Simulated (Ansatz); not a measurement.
| atom | x (Å) | y (Å) | z (Å) |
| --- | --- | --- | --- |
| B | 0.0000 | 0.0000 | 0.0000 |
| F | 1.2055 | 0.0000 | 0.0000 |
| F | -0.6028 | 1.0440 | 0.0000 |
| F | -0.6028 | -1.0440 | 0.0000 |

Basis set: def2-TZVP (spherical functions). Correlated methods keep 4 orbitals frozen. Charge 0, multiplicity 1.

Computed with Ansatz (development build ahead of 0.2.0); each method stands on the lowest determinant of its kind that the runs found. Restricted open shells among the atoms or ions are ROHF, correlated in semicanonical orbitals with singles.

Task: Give the atomization energy at this shape (free ground-state atoms in the same class of orbitals less the molecule, no zero-point energy) of singlet BF3 by RHF-MP2, RHF.

Result:

```tsv
method	atomization energy
RHF-MP2	454.69 kcal/mol
RHF	351.84 kcal/mol
```

Caution: no unrestricted run beside it, a lower state can exist; the shape is not the minimum.
